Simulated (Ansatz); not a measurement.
Process, species as SMILES: F[Si](F)(Cl)Cl [dichloro(difluoro)silane] -> F[Si](F)Cl + Cl atom (the Cl-Si bond at the site shown breaks; other sites are not compared here)
Structures are relaxed separately at B3LYP-D3(BJ)/def2-TZVP in Ansatz (a program for electronic structure). Frequencies are from Ansatz.

Quantity: bond dissociation energy (enthalpy at 298 K, with B3LYP-D3(BJ) rigid-rotor harmonic-oscillator terms), in eV. Correlated levels leave the core frozen unless marked. UHF or UKS for open shells. Spin-orbit coupling is left out. Non-relativistic. CBS marks a two-point X^-3 extrapolation of the correlation energy; Hartree-Fock from the larger set. The bracket is a focal-point correction in the basis named.

Level to compare with: RI-MP2/CBS(cc-pV(T+d)Z,cc-pV(Q+d)Z)+[CCSD(T)-MP2]/cc-pV(T+d)Z (Ansatz), 5.10 eV. It is a level with limits of its own, and the differences hold the functionals' basis error too.

Task: Rank these functionals by how close they come to RI-MP2/CBS(cc-pV(T+d)Z,cc-pV(Q+d)Z)+[CCSD(T)-MP2]/cc-pV(T+d)Z, closest first: HSE06/def2-TZVPD (Ansatz); BLYP/def2-TZVPD (Ansatz); wB97X-V/def2-TZVPD (Ansatz).

Result: wB97X-V/def2-TZVPD (range-separated hybrid with VV10, 5.02 eV, difference -0.08), HSE06/def2-TZVPD (screened hybrid, 4.85 eV, difference -0.25), BLYP/def2-TZVPD (GGA, 4.50 eV, difference -0.60)
